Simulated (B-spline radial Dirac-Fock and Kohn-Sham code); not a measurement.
## Relativistic shifts of the levels of Sm²³⁺

System: Sm²³⁺, [Kr] 4d3.

Both columns are ΔSCF binding energies of the configuration average from a radial atomic solver: non-relativistic Hartree-Fock with a point nucleus, and Dirac-Fock with a finite nucleus and the Coulomb interaction alone, averaged over the two j levels with weights 2j+1.

| shell | Hartree-Fock (eV) | Dirac-Fock (eV) | shift (eV) | shift (%) |
| --- | --- | --- | --- | --- |
| 1s | 45140.0 | 47744.1 | +2604.09 | +5.77 |
| 2s | 7813.2 | 8480.3 | +667.07 | +8.54 |
| 2p | 7438.1 | 7648.7 | +210.57 | +2.83 |
| 3s | 2269.6 | 2427.2 | +157.67 | +6.95 |
| 3p | 2104.4 | 2159.7 | +55.32 | +2.63 |
| 3d | 1800.4 | 1787.7 | -12.67 | -0.70 |
| 4s | 926.3 | 971.2 | +44.95 | +4.85 |
| 4p | 853.8 | 869.9 | +16.10 | +1.89 |
| 4d | 739.5 | 737.3 | -2.17 | -0.29 |

Relativity binds 1s, 2s, 2p, 3s, 3p, 4s, 4p more strongly, among those listed most of all 2s in relative terms, and 3d, 4d more weakly, because the contracted s and p shells screen the nucleus better.

Values without a named source are computed, but for edge energies of neutral atoms, which are taken from tables.
